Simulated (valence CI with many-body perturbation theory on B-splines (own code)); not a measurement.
## Questions on Cs VI

Method: configuration interaction combined with many-body perturbation theory (CI+MBPT): four valence electrons over a frozen Dirac-Fock core [Kr] 4d10, radial functions for each j: 11 s, 11 p, 9 d, 7 f, 5 g, 2 h, 1 i, with the one-electron correlation potential Σ1, the two-electron term Σ2, the three-electron term Σ3, Breit, model QED; selected CI, second order for the rest, scaled by the run's own slope (own B-spline code, finite nucleus).

Against 29 measured levels this calculation errs by 322 cm⁻¹ on average and by 678 at most. These come from a selection out of Sansonetti, J. Phys. Chem. Ref. Data 38, 761 (2009). Levels without a partner in it may be off by more, other configurations by several thousand cm⁻¹.

Names give the largest LS component (configuration and term), which can be under half, so a name can repeat, a term be missing and a line seem to break the LS rules; names also repeat where a configuration has a term twice.

Rates and lifetimes use the calculated energies. Strong lines usually hold to 10 to 20 %, long lifetimes can be off by a factor of two.

Q: What is the ground level?

A: 5s²5p² ³P_0, composition 86 % 5s²5p² ³P + 11 % 5s²5p² ¹S.

Q: Name the longest-lived excited levels whose lifetime is computed, and their main decay.

A: 5s²5p² ³P_2 at 17636 cm⁻¹ lives 614 ms, mostly by M1 to 5s²5p² ³P_1; 5s²5p² ³P_1 at 12158 cm⁻¹ lives 35.0 ms, mostly by M1 to 5s²5p² ³P_0; 5s²5p² ¹D_2 at 35079 cm⁻¹ lives 8.89 ms, mostly by M1 to 5s²5p² ³P_1. The lifetime of 4f5s²5p ³G_5 is too uncertain to give, and may be longer.

Q: Among levels below 296830 cm⁻¹, which E1 lines absorb most strongly from the ground level?

A: to 5s²5p5d ³D°_1 at 49.93 nm, f = 2.14; to 5s5p³ ¹P°_1 at 51.30 nm, f = 0.386; to 5s5p³ ³S°_1 at 56.71 nm, f = 0.345.

Q: Where does the other parity begin?

A: At 5s5p³ ⁵S°_2, 106510 cm⁻¹.

Q: What are the static dipole polarisabilities of the lowest levels?

A: 5s²5p² ³P_0 5.40; 5s²5p² ³P_1 5.60 (tensor 0.084); 5s²5p² ³P_2 5.61; 5s²5p² ¹D_2 5.79 (tensor 0.19) bohr³, of which the core gives 0.689.
